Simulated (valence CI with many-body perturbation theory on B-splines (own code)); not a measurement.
## Hyperfine factors and g values of Ba49+

Computed by valence CI with perturbative core correlation (CI+MBPT): five valence electrons over a frozen Dirac-Fock core [He], a basis of 11 s, 11 p, 10 d, 8 f, 5 g, 2 h functions for each j, with the one-electron correlation potential Σ1, the two-electron term Σ2, the three-electron term Σ3, Breit, model QED; selected CI, second order for the rest, scaled by the run's own slope (own B-spline code, finite nucleus).

The last digits are not significant, and no measured levels were compared; by estimate large intervals hold to a few tenths of a per cent, small ones and those within an open d or f shell to about a per cent. Among the levels kept, up to 7300 cm⁻¹ of a level comes from second order outside the variational space, and about a tenth of that is noise between levels of different J, which matters for small intervals.

A/g_I is the dipole constant over the nuclear g factor μ/I (μ in nuclear magnetons, uniformly magnetised nucleus), B/Q the quadrupole constant per barn. Both hold the static response of the core; the bare values leave it out. Large factors of s and p1/2 electrons are usually good to 5 to 10 %; those of open d and f shells near neutrality can be off by tens of per cent, and small factors of p3/2, d and f electrons come from cancelling terms and can be off by a factor of two or in sign, in half-filled shells by more. B is blank for J = 1/2, where it vanishes, and for nearly pure S terms. Energies count from the lowest level.

Levels are named by their leading jj configuration (3d3/2^4 stands for four electrons in 3d with j = 3/2), which in mixed levels can hold well under half, so a name can repeat and another be missing. Letters in brackets count levels of one name in rising energy.

```csv
Level,E (× 10³ cm⁻¹),g,A/g_I (MHz),A/g_I bare,B/Q (MHz/b),B/Q bare
(2s^2 2p1/2^2 2p3/2) J=3/2,0.00,1.353,322000,332000,601000,602000
(2s^2 2p1/2 2p3/2^2) J=3/2,3076.8,1.440,-50300,-37300,74000,74100
(2s^2 2p1/2 2p3/2^2) J=5/2,3242.4,1.179,727000,731000,-2540,-2540
(2s^2 2p1/2 2p3/2^2) J=1/2,3509.5,0.639,2290000,2280000,,
(2s 2p1/2^2 2p3/2^2) J=5/2,4926.7,1.476,1670000,1670000,162000,162000
(2s 2p1/2^2 2p3/2^2) J=1/2,5509.5,2.082,6980000,6890000,,
(2s 2p1/2^2 2p3/2^2) J=3/2,5522.0,1.196,-984000,-951000,-148000,-148000
(2s^2 2p3/2^3) J=3/2,6596.2,1.285,346000,354000,-677000,-678000
(2s 2p1/2 2p3/2^3) J=3/2 [a],8170.6,1.562,1660000,1650000,-499000,-500000
(2s 2p1/2 2p3/2^3) J=5/2,8441.6,1.282,2090000,2070000,-805000,-806000
(2s 2p1/2 2p3/2^3) J=1/2,8758.3,1.409,-2370000,-2320000,,
(2s 2p1/2 2p3/2^3) J=3/2 [b],8846.5,1.050,119000,136000,-126000,-126000
(2p1/2^2 2p3/2^3) J=3/2,10891,1.314,317000,334000,-637000,-638000
(2s 2p3/2^4) J=1/2,11974,1.782,7030000,6940000,,
(2p1/2 2p3/2^4) J=1/2,14144,0.639,2300000,2270000,,
(2s^2 2p1/2^2 3s) J=1/2,39859,2.013,2000000,1980000,,
(2s^2 2p1/2^2 3p1/2) J=1/2,40419,0.656,658000,654000,,
(2s^2 2p1/2^2 3p3/2) J=3/2,41434,1.330,95000,98100,172000,173000
(2s^2 2p1/2^2 3d3/2) J=3/2,41971,0.785,55600,55400,27800,28100
(2s^2 2p1/2^2 3d5/2) J=5/2,42300,1.196,21100,21200,19500,20000
(2s^2 2p1/2 2p3/2 3s) J=3/2 [a],42992,1.667,502000,506000,406000,407000
(2s^2 2p1/2 2p3/2 3s) J=1/2,43052,1.299,-868000,-842000,,
(2s^2 2p1/2 2p3/2 3s) J=5/2,43131,1.330,1060000,1060000,560000,562000
(2s^2 2p1/2 2p3/2 3s) J=3/2 [b],43169,0.979,662000,669000,344000,344000
(2s^2 2p1/2 2p3/2 3p1/2) J=1/2,43547,1.722,-420000,-400000,,
(2s^2 2p1/2 2p3/2 3p1/2) J=3/2 [a],43592,1.141,490000,495000,117000,118000
(2s^2 2p1/2 2p3/2 3p1/2) J=5/2,43691,1.073,796000,798000,554000,555000
(2s^2 2p1/2 2p3/2 3p1/2) J=3/2 [b],43900,1.335,495000,504000,594000,596000
(2s^2 2p1/2 2p3/2 3p3/2) J=5/2 [a],44436,1.484,588000,589000,691000,692000
(2s^2 2p1/2 2p3/2 3p3/2) J=1/2 [a],44528,1.615,-564000,-552000,,
(2s^2 2p1/2 2p3/2 3p3/2) J=3/2 [a],44579,1.162,708000,708000,-404000,-405000
(2s^2 2p1/2 2p3/2 3p3/2) J=7/2,44635,1.235,513000,517000,745000,747000
(2s^2 2p1/2 2p3/2 3p3/2) J=3/2 [b],44636,1.427,874000,874000,165000,165000
(2s 2p1/2^2 2p3/2 3s) J=5/2,44651,1.523,1260000,1250000,443000,444000
(2s^2 2p1/2 2p3/2 3p3/2) J=5/2 [b],44808,1.238,720000,721000,168000,168000
(2s 2p1/2^2 2p3/2 3s) J=3/2 [a],44836,1.455,1320000,1320000,307000,308000
(2s^2 2p1/2 2p3/2 3p3/2) J=1/2 [b],44882,0.655,1920000,1910000,,
(2s^2 2p1/2 2p3/2 3d3/2) J=3/2 [a],45110,0.974,220000,222000,-266000,-267000
(2s^2 2p1/2 2p3/2 3d3/2) J=5/2 [a],45125,1.014,414000,415000,32000,32200
(2s^2 2p1/2 2p3/2 3d3/2) J=1/2 [a],45146,0.237,503000,490000,,
```

Question: Take the isotope of mass number 137, with I = 3/2, μ = 0.9375 μN, leaving out the quadrupole term. What is the hyperfine structure of (2s^2 2p1/2 2p3/2^2) J=3/2?

Answer: From the table A = -31500 MHz. Shifts from the centre of gravity in MHz: F = 0: 118000, F = 1: 86600, F = 2: 23600, F = 3: -70900.
